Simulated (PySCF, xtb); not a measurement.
C2H13NOSi3, SMILES C[Si](C)(N[SiH3])O[SiH3].

GFN2-xTB in xtb 6.7.1 at its own geometry gives an orbital gap of 5.12 eV and a dipole moment of 0.54 D.

The structure is a stationary point at PBE-D3(BJ)/def2-SVP. The values are those of a single conformer.

Q: What does B3LYP/def2-SVP (PySCF) give? (Estimate from the structure and the level; the computed values follow.)

A: gap 7.22 eV (levels -6.84 and 0.38 eV), dipole 0.51 D.
